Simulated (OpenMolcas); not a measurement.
**OpenMolcas run: Re2+**

Input:

```
&GATEWAY
Coord
1

Re 0.0 0.0 0.0
Basis=ANO-R0
Group=XYZ
NoMove
AngMom=0.0 0.0 0.0
AMFI
&SEWARD
&RASSCF
FileOrb=start.orb
Symmetry=1
Spin=6
nActEl=5 0 0
Inactive=15 19
Ras2=5 0
CIRoot=1 1 1
SDav=1
CIMx=300
Iter=120 100
PrWF=0.3
OrbListing=Nothing
MaxOrb=0
Atom
>>> COPY $Project.JobIph JOB001
&RASSCF
FileOrb=start.orb
Symmetry=1
Spin=4
nActEl=5 0 0
Inactive=15 19
Ras2=5 0
CIRoot=24 24 1
SDav=24
CIMx=300
Iter=120 100
PrWF=0.3
OrbListing=Nothing
MaxOrb=0
Atom
CIOnly
>>> COPY $Project.JobIph JOB002
&RASSCF
FileOrb=start.orb
Symmetry=1
Spin=2
nActEl=5 0 0
Inactive=15 19
Ras2=5 0
CIRoot=75 75 1
SDav=75
CIMx=300
Iter=120 100
PrWF=0.3
OrbListing=Nothing
MaxOrb=0
Atom
CIOnly
>>> COPY $Project.JobIph JOB003
&RASSI
NrOfJobIphs=3 1 24 75
1
1 2 3 4 5 6 7 8 9 10 11 12 13 14 15 16 17 18 19 20 21 22 23 24
1 2 3 4 5 6 7 8 9 10 11 12 13 14 15 16 17 18 19 20 21 22 23 24 25 26 27
28 29 30 31 32 33 34 35 36 37 38 39 40 41 42 43 44 45 46 47 48 49 50 51
52 53 54 55 56 57 58 59 60 61 62 63 64 65 66 67 68 69 70 71 72 73 74 75
IphNames
JOB001
JOB002
JOB003
EJob
SpinOrbit
DIPRint=1.0
SOCoupling=1000.0
Subsets=2
MEES
Property=10
'ANGMOM' 1 'ANGMOM' 2 'ANGMOM' 3 'MLTPL  1' 1 'MLTPL  1' 2 'MLTPL  1' 3
'AMFI' 1 'AMFI' 2 'AMFI' 3 'MLTPL  2' 6
SOProperty=3
'ANGMOM' 1 'ANGMOM' 2 'ANGMOM' 3
```

Launched by
```bash
OMP_NUM_THREADS=1 MOLCAS_MEM=2252 MOLCAS_PROJECT=a pymolcas a.inp > a.log  # once for each step of the input, in one work folder
```

A driver script runs the steps one by one and writes start.orb anew before each from the orbitals found so far, so a CI-only block uses the converged orbitals of the first block.

Output, cut to the results:

```
--- SEWARD ---
Basis set label: RE.ANO-R...6S4P3D1F.

      Electronic valence basis set:
      ------------------
      Associated Effective Charge  75.000000 au
      Associated Actual Charge     75.000000 au
      Nuclear Model: Finite nucleus - Gaussian distribution
        Gaussian exponent, Xi/bohr**(-2):  1.46717E+08

      Shell  nPrim  nBasis  Cartesian Spherical Contaminant
         s      25       6        X
         p      20       4        X
         d      15       3                 X
         f      10       1                 X
                  Relativistic X2C integrals
                  Atomic mean-field integrals
--- RASSCF ---
Wave function specifications:
      -----------------------------

      Number of closed shell electrons          68
      Number of electrons in active shells       5
      Max number of holes in RAS1 space          0
      Max nr of electrons in RAS3 space          0
      Number of inactive orbitals               34
      Number of active orbitals                  5
      Number of secondary orbitals               1
      Spin quantum number                      2.5
      State symmetry                             1
Orbital specifications:
      -----------------------

      Symmetry species                           1   2
                                                ag  au
      Frozen orbitals                            0   0
      Inactive orbitals                         15  19
      Active orbitals                            5   0
      RAS1 orbitals                              0   0
      RAS2 orbitals                              5   0
      RAS3 orbitals                              0   0
      Secondary orbitals                         1   0
      Deleted orbitals                           0   0
      Number of basis functions                 21  19
      Number of CSFs                             1
      Number of root(s) required                 1
      Iter CI   SX   CI       RASSCF       Energy    max ROT     max BLB   max BLB  Level Ln srch  Step   QN
          iter iter root      energy       change     param      element    value   shift minimum  type update
 Nr of preliminary CI iterations:   1
      Total energies have been shifted. Add               -16000.00 au
        1   1    5    1  -687.59057392    0.00E+00   1.84E-03   15  21 1  1.42E-02*  0.00   0.00    SX    NO
        2   1    3    1  -687.59061955   -4.56E-05*  1.43E-04   15  21 1  1.10E-03*  0.00   0.00    SX    NO
        3   1    3    1  -687.59061972   -1.72E-07*  1.21E-05   15  21 1  9.28E-05   0.00   0.00    SX    NO
        4   1    2    1  -687.59061972   -1.23E-09  -1.03E-06    1  21 1 -1.14E-05   0.00   0.00    SX    NO
      Convergence after  4 iterations
        5   1    2    1  -687.59061972   -1.09E-11  -1.03E-06    2  21 1 -4.30E-06   0.00   0.00    SX    NO
      Natural orbitals and occupation numbers for root  1
      sym 1:   1.000000   1.000000   1.000000   1.000000   1.000000
::    RASSCF root number  1 Total energy: -16687.59061972
--- RASSCF ---
Wave function specifications:
      -----------------------------

      Number of closed shell electrons          68
      Number of electrons in active shells       5
      Max number of holes in RAS1 space          0
      Max nr of electrons in RAS3 space          0
      Number of inactive orbitals               34
      Number of active orbitals                  5
      Number of secondary orbitals               1
      Spin quantum number                      1.5
      State symmetry                             1
Orbital specifications:
      -----------------------

      Symmetry species                           1   2
                                                ag  au
      Frozen orbitals                            0   0
      Inactive orbitals                         15  19
      Active orbitals                            5   0
      RAS1 orbitals                              0   0
      RAS2 orbitals                              5   0
      RAS3 orbitals                              0   0
      Secondary orbitals                         1   0
      Deleted orbitals                           0   0
      Number of basis functions                 21  19
      Number of CSFs                            24
      Number of root(s) required                24
      Iter CI   SX   CI       RASSCF       Energy    max ROT     max BLB   max BLB  Level Ln srch  Step   QN
...
--- RASSI ---
SPIN-FREE ENERGIES:
  (Shifted by EMIN (a.u.) =     -16687.5906197204)

 SF State       Relative EMIN(au)   Rel lowest level(eV)    D:o, cm**(-1)      L_eff

     1             0.0000000000        0.0000000000              0.0000         0.0
     2             0.0977652341        2.6603275458          21456.9887         4.0
     3             0.0977652341        2.6603275458          21456.9887         4.0
     4             0.0977652341        2.6603275458          21456.9887         4.0
     5             0.0977652341        2.6603275458          21456.9887         4.0
     6             0.0977652341        2.6603275458          21456.9887         4.0
     7             0.0977652341        2.6603275458          21456.9887         4.0
     8             0.0977652341        2.6603275458          21456.9887         4.0
     9             0.0977652341        2.6603275458          21456.9887         4.0
    10             0.0977652341        2.6603275458          21456.9887         4.0
    11             0.1140282250        3.1028660721          25026.3026         1.0
    12             0.1140282250        3.1028660721          25026.3026         1.0
    13             0.1140282250        3.1028660721          25026.3026         1.0
    14             0.1206083369        3.2819200391          26470.4703         2.0
    15             0.1206083369        3.2819200391          26470.4703         2.0
    16             0.1206083369        3.2819200391          26470.4703         2.0
    17             0.1206083369        3.2819200391          26470.4703         2.0
    18             0.1206083369        3.2819200391          26470.4703         2.0
    26             0.1401078725        3.8125294355          30750.1237         6.0
    27             0.1401078725        3.8125294355          30750.1237         6.0
    28             0.1401078725        3.8125294355          30750.1237         6.0
...
```

Levels above the lowest, from the spin-orbit matrix, grouped by J:

```
Configuration   Term     J  E (cm⁻¹)  Measured (cm⁻¹)      g  Term weight %    Second
          5d⁵     ⁶S   5/2       0.0              0.0  1.977             94      6 ⁴P
          5d⁵     ⁴G   5/2     19017                   0.906             49  15 ²F(1)
          5d⁵     ⁴G   7/2     21124            16890  1.026             84   7 ²F(1)
          5d⁵     ⁴G  11/2     21537            18020  1.253             90      8 ²H
          5d⁵     ⁴G   9/2     21996            18346  1.171             94      3 ⁴F
          5d⁵     ⁴G   5/2     22124                   1.171             34     32 ⁴P
          5d⁵     ⁴P   3/2     22674                   1.455             53     41 ⁴D
          5d⁵     ⁴P   1/2     24445                   1.930             70     27 ⁴D
          5d⁵     ⁴D   7/2     26600            20453  1.372             83      9 ⁴G
          5d⁵     ⁴D   5/2     28709                   1.354             51     20 ⁴P
          5d⁵     ⁴D   1/2     29080                   0.715             73     26 ⁴P
          5d⁵     ⁴D   3/2     29941                   1.380             52     41 ⁴P
          5d⁵     ²I  11/2     30269            26170  0.964             81     13 ²H
          5d⁵     ²I  13/2     32221            28588  1.077            100          
          5d⁵  ²F(1)   5/2     33993                   1.089             25  23 ²D(1)
          5d⁵     ⁴F   7/2     34066                   1.133             38  27 ²F(1)
          5d⁵  ²D(1)   3/2     34083                   0.655             49     45 ⁴F
          5d⁵     ⁴F   9/2     34482                   1.184             42  42 ²G(1)
          5d⁵     ⁴F   5/2     37353            30302  1.036             61  16 ²F(1)
          5d⁵     ²H   9/2     38444                   1.082             57     39 ⁴F
          5d⁵  ²F(1)   7/2     39508                   1.141             31     27 ⁴F
          5d⁵     ⁴F   3/2     40441                   0.637             49  45 ²D(1)
          5d⁵  ²G(1)   7/2     41256                   0.991             60  32 ²F(1)
          5d⁵  ²F(2)   5/2     42149                   0.966             63  12 ²D(1)
```

Against the 7 measured excited levels shown (the list in Brasseur, Gamrath and Quinet, At. Data Nucl. Data Tables 157, 101636 (2024)) the mean absolute deviation is 4600 cm-1; the largest miss in energy is 5d⁵ ⁴F_5/2 [61 %]: computed 37353, measured 30302 cm⁻¹ (+23.3 %), and the largest in proportion 5d⁵ ⁴D_7/2 (+30.1 %).

Configurations with an s electron lie low in 5d ions of this charge, fall among these levels and mix in, so low-spin terms can stand far too high, up to twice their true height, and weights are not those of the real levels. Without dynamic correlation excited terms often stand tens of per cent too high (terms of higher spin than the ground term too low), and those without a measured partner can miss by more than the paired ones. Some levels mix across a computed gap that differs much from the measured one, so their mixing is not that of the real levels. Terms from blocks run as CI alone lack orbitals of their own. Measured partners are found by configuration, term and J. A level has none where our copy of the source lacks it or the pairing is in doubt (some pairs that miss far off the trend of their configuration count as doubtful), and it then counts in no deviation. Only configurations of the active space appear. The table shows the lowest 24 of 37 levels.

The RASSCF and RASSI steps took 21 s on 1 thread of Arm Neoverse V1, on a shared host; the integral step is not counted.

The term weight is that of the spin-free term in the level, not the purity of its configuration. A share in square brackets marks a mixed level and gives the weight of the term that names it. A number in round brackets counts repeated terms of one configuration in the order of the reference energies.
